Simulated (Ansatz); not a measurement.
Coupled-cluster diagnostics for the cluster KNa4⁺, Ansatz.

Geometry of the singlet (PBE/def2-SVP):

```xyz
5

Na   -3.640    1.889   -0.503
Na   -3.833   -1.339   -0.624
Na    3.888   -0.780   -1.001
Na    3.591    0.190    2.071
K    -0.006    0.039    0.057
```

Correlated methods freeze 9 core orbitals; core or outer-core shells of Na, K are correlated, in sets that lack core-valence functions. Another isomer (singlet) lies 0.09 eV lower at PBE0/def2-TZVP; other spin states weren't run for this one.

(1) Estimate the CCSD(T) correlation energy, the shares of MP2 and (T), T1 and the reference's ⟨S²⟩ for: charge 1, singlet, own geometry in def2-TZVPP; and the rough time on 4 threads of Arm Neoverse V2 on a shared host.

Results:

(1) 
| state | basis | correlation (eV) | MP2 share (%) | (T) share (%) | T1 | ⟨S²⟩ (pure) | wall time | remarks |
| --- | --- | --- | --- | --- | --- | --- | --- | --- |
| charge 1, singlet, own geometry | def2-TZVPP | -24.797 | 93.7 | 1.5 | 0.008 | 0.00 (0.00) | 51 s | restricted SCF unstable |
Customary marks for T1 are 0.02 (closed shells), 0.045 (open shells) and about 0.05 (3d metals). T1 stays under 0.02 throughout.
